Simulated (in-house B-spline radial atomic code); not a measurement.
In⁺. Computed with a B-spline radial atomic code. Model: non-relativistic spherical atom: semilocal Troullier-Martins pseudo-atom, one channel per l, against all electrons, high spin, G0W0 and RPA with empty states to l = 8, local potential for every l without a channel, a model core (radius 0 = none) keeps its share of the functional.

Without relativity these are model numbers for so heavy an element.

What the tables leave out is listed at the end.

The pseudopotential gives back the lowest level of each angular momentum of its own functional in the configuration it was made in; a second state of the same l is only approximately right. Exact exchange, RPA and GW see the smooth pseudo-orbitals and miss the exchange with the core, for which the functional's share stands in. The column with an uncorrelated core keeps all orbitals and exact exchange, and so separates missing core correlation from pseudisation. Only the three outermost levels and the lowest empty one were computed. RPA here is direct RPA, with no exchange kernel, and its energies carry an (l + 1/2)⁻⁴ tail. A hybrid on a potential with a model core restores only its own semilocal share of the core's exchange.

Command:
```bash
python run_psgw.py task.json out
```
Settings (lengths in bohr, energies in hartree):
```
Z                      49
electrons              48
configuration          [Kr] 4d10 5s2
generated_in           [Kr] 4d10 5s2
functional             pbe,pbe
core_shells            7
radius_factor          1.15
core_correction        True
ion_configuration      [Kr] 4d10 5s1
```

Run time, properties included: 77 s on 1 thread of Arm Neoverse N1 (shared host).

Given: made with PBE; model core radius 0.576 bohr; local radius 1.19 bohr; mean-field start PBE.

Valence shells of the generating configuration: 4p, 4d, 5s.

Channel: s 2.537, p 0.952, d 1.073 (radii in bohr).

Computed: largest level miss in the spin-unpolarised generating configuration 0.001 eV; valence RPA correlation energy pseudo -1.3042 hartree; pseudo-atom RPA polarisability 22.197 bohr³; ionisation by mean-field all-electron 18.126 eV; ionisation by mean-field pseudo minus all 0.007 eV; ionisation by RPA all-electron 18.463 eV; ionisation by RPA pseudo minus all 0.997 eV.

```tsv
level	occupied	mean-field all-electron (eV)	mean-field pseudo minus all (eV)	G0W0 all-electron (eV)	G0W0 uncorrelated core minus all (eV)	G0W0 pseudo minus all (eV)	exchange self-energy all-electron (eV)	exchange self-energy pseudo (eV)
5s	1	-14.23	0	-18.319	-0.019	-1.005	-13.174	-13.593
5p (empty)	0	-8.4685	-0.039	-5.9044	0.014	0.088	-3.8851	-3.138
```

Question: What is the all-electron RPA polarisability, core included?

Answer: 22.166 bohr³.

Question: What is the valence RPA correlation energy all-electron orbitals?

Answer: -1.1671 hartree.

Given: mean-field start PBE0.

Computed: valence RPA correlation energy all-electron orbitals -1.1089 hartree; valence RPA correlation energy pseudo -1.2464 hartree; pseudo-atom RPA polarisability 18.678 bohr³; ionisation by mean-field pseudo minus all 0.424 eV; ionisation by RPA all-electron 18.287 eV; ionisation by RPA pseudo minus all 1.088 eV.

```
     level  occupied  mean-field all-electron (eV)  mean-field pseudo minus all (eV)  G0W0 all-electron (eV)  G0W0 uncorrelated core minus all (eV)  G0W0 pseudo minus all (eV)  exchange self-energy all-electron (eV)  exchange self-energy pseudo (eV)
        5s         1                       -15.015                            -0.353                  -18.26                                 -0.016                      -1.114                                 -12.997                           -14.106
5p (empty)         0                       -7.6793                              0.15                 -5.8614                                  0.013                       0.221                                 -3.6236                           -2.8858
```

Question: What is the ionisation by mean-field all-electron?

Answer: 17.832 eV.

Question: What is the all-electron RPA polarisability, core included?

Answer: 20.093 bohr³.

Among the listed levels the largest G0W0 shift of the pseudo-atom is -1.11 eV, for 5s on the PBE0 start, while leaving the core uncorrelated moves that level by -0.02 eV. So pseudisation and the lost core exchange, not the missing core correlation, make the error. Not in the tables (levels of low weight, unsolved or above zero; the highest and the empty levels are kept at any weight): on PBE the G0W0 levels 4d (pseudo minus all +0.98 eV, weights 0.35 and 0.74), 4p (pseudo minus all -0.02 eV, weights 0.36 and 0.18); on PBE0 the G0W0 levels 4d (pseudo minus all +1.05 eV, weights 0.72 and 0.77), 4p (pseudo minus all +4.36 eV, weights 0.12 and 0.29); no Hartree-Fock pseudo-atom is run with a model core.
